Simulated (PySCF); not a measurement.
**Electric field gradients and quadrupole coupling constants**

Compound: C6H12OSi.
Cartesian coordinates in Å at the PBE0-D3(BJ)/def2-SVP level; atoms count from 1:
```
atom  x, y, z in Å
C1     3.1772   -0.0951   -0.6034
C2     1.9067   -0.6066    0.0297
O3     1.0111    0.4561    0.1792
C4    -0.2374    0.0693    0.7070
C5    -1.0327    1.2981    1.0504
C6    -2.2648    1.4564    0.5484
C7    -2.8455    0.4083   -0.3635
Si8   -1.4101   -0.8230   -0.5428
H9     3.6232    0.6953    0.0182
H10    2.9678    0.3298   -1.5961
H11    3.9101   -0.9071   -0.7168
H12    1.4569   -1.4057   -0.5997
H13    2.1194   -1.0723    1.0157
H14   -0.0772   -0.5375    1.6257
H15   -0.5727    2.0459    1.7052
H16   -2.8586    2.3436    0.7976
H17   -3.1811    0.8456   -1.3190
H18   -3.7368   -0.0651    0.0839
H19   -1.7879   -2.2165   -0.1505
H20   -0.8229   -0.8497   -1.9167
```

Field gradients from the PBE0/pcSseg-1 density (PySCF, non-relativistic), principal values in atomic units, ordered |Vxx| ≤ |Vyy| ≤ |Vzz|:

```csv
atom,Vxx,Vyy,Vzz
O3,0.0411,1.9674,-2.0085
```

Find the asymmetry η = (Vxx − Vyy)/Vzz and the couplings χ = eQV/h (234.96 MHz × Q in barn × V in au), with Q(17O) = −0.0256 b.

```json
{"atom": "O3", "environment": "ether oxygen", "nucleus": "17O", "η": "0.96", "χzz (MHz)": "12.08", "χxx (MHz)": "-0.25", "χyy (MHz)": "-11.83"}
```

At O3 η is above 0.9: Vyy and Vzz are nearly equal in size and opposite in sign, so a small change could swap them and flip the sign of χzz. The tensor is traceless: Vxx + Vyy + Vzz = 0.

What is Vzz at O3 in SI units (1 au = 9.71736 × 10²¹ V/m²)?

-2.0085 au = -19.517 × 10²¹ V/m².

And the gradient at the other heavy atoms, for which no coupling is worked out here?

```csv
atom,environment,Vzz (au),η
C1,methyl carbon,0.051,0.53
C2,sp3 carbon bound to oxygen,0.341,0.03
C4,sp3 carbon bound to oxygen,0.348,0.28
C5,alkene CH carbon,0.268,0.75
C6,alkene CH carbon,0.303,0.66
C7,sp3 carbon bound to silicon,-0.089,0.74
Si8,SiH2 silicon,-0.107,0.94
```

Were the hydrogens deuterons (Q(2H) = 0.00286 b), χzz would run from 94 kHz (H19) to 203 kHz (H15).

One conformer (not necessarily the lowest) at the PBE0-D3(BJ)/def2-SVP geometry, without solvent, vibrations or thermal averaging. With a basis this small, the couplings can be 20 % off.
